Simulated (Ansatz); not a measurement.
Compare A (`COC#C[SiH3]`) with its isomer B (`C#C[SiH2]CO`).

Calculated with Ansatz (gas phase, PBE0-D4/def2-TZVP geometries, no zero-point term in ΔE). CCSD(T)/CBS adds triple-zeta CCSD(T) − MP2 to the extrapolated MP2 energy (def2 sets, frozen cores). Functionals use def2-TZVPP. B3LYP here is the variant with VWN-RPA as its local correlation; programs differ in this. One conformer a species, not always the lowest.

A:

```xyz
11

C     1.7469   -1.0311   -1.4878
O     1.6447    0.2399   -0.8276
C     0.5752    0.4098   -0.1360
C    -0.4227    0.5975    0.5231
Si   -1.9061    0.8886    1.5116
H     1.7349   -1.8344   -0.7493
H     2.6959   -1.0163   -2.0184
H     0.9194   -1.1522   -2.1888
H    -2.7802   -0.3117    1.4586
H    -1.5453    1.1553    2.9278
H    -2.6628    2.0544    0.9867
```

B:

```xyz
11

C     0.224   -2.048   -1.492
C     0.507   -0.973   -1.021
Si    0.838    0.650   -0.242
C    -0.419    0.799    1.161
O    -1.736    0.530    0.711
H    -0.012   -2.996   -1.918
H     2.236    0.681    0.261
H     0.643    1.708   -1.264
H    -0.131    0.144    1.996
H    -0.420    1.821    1.552
H    -1.729   -0.317    0.255
```

Problem. Which isomer does CCSD(T)/CBS put lower? Give the gap. (An estimate is asked.)

Solution. Computed: B, by 15.0 kcal/mol.

Problem. Give E(B) − E(A) in kcal/mol with CCSD(T)/def2-SVP, CCSD/def2-TZVPP, PBE-D4, B3LYP, MP2/def2-TZVPP, PBE0-D4, CCSD(T)/def2-TZVPP. (An estimate is asked.)

Solution. Ansatz gave: CCSD(T)/def2-SVP -8.4, CCSD/def2-TZVPP -13.5, PBE-D4 -10.7, B3LYP -9.9, MP2/def2-TZVPP -13.9, PBE0-D4 -11.1, CCSD(T)/def2-TZVPP -13.6. None reverses the order clearly.

Largest T1 diagnostic: 0.013.

The D4 term adds −1.1 kcal/mol with B3LYP and −0.6 kcal/mol with PBE0; it sums over pairs of atoms, weighted by their polarisabilities, and B3LYP, whose exchange is more repulsive, gets the larger term. At CCSD(T), def2-SVP lies +6.6 kcal/mol from the extrapolated value and def2-TZVPP +1.3 kcal/mol.
